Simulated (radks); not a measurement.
Values are calculated unless marked as measured or tabulated.
Fractional charge and spin in the 5s shell of tin: the spin-up occupation runs from 0 to 1 and the spin-down occupation from 0 to 1; the fullest corner is Sn, [Kr] 4d10 5p(up 1, down 1) 5s(up 1, down 1). Level of theory: scalar-relativistic Kohn-Sham, SCAN, spin-polarised, spherical densities, finite nucleus; meta-GGA in the generalised Kohn-Sham scheme; Fermi nuclear charge, rms radius of each element as measured or else 0.836 A^(1/3) + 0.57 fm (a radial shooting solver on a logarithmic mesh with Libxc functionals). Energy (eV) above the fullest corner. The planes named below are the two flat planes that join the four corners, with an edge along up + down = one added electron.

\begin{tabular}{lrrrrr}
down \ up & 0 & 0.25 & 0.5 & 0.75 & 1 \\ \hline
0 & 38.306 & 31.584 & 25.373 & 19.674 & 14.525 \\
0.25 & 31.584 & 25.511 & 19.898 & 14.813 & 10.245 \\
0.5 & 25.373 & 19.898 & 14.903 & 10.404 & 6.363 \\
0.75 & 19.674 & 14.813 & 10.404 & 6.430 & 2.972 \\
1 & 14.525 & 10.245 & 6.363 & 2.972 & 0.000 \\
\end{tabular}

Corners above the fullest one (they belong to Sn+ and the next ion): (up 1, down 0) 14.525 eV, (up 0, down 1) 14.525 eV, (up 0, down 0) 38.306 eV. With half an added electron in each spin the energy lies 0.378 eV from the planes, and with half an added electron in spin up alone -1.042 eV. The planes are only a guide here: the flat-plane condition holds for ground states with one frontier orbital, while this shell lies below other occupied shells, so the corners above the fullest one are inner-hole states and not the ground states of those ions.
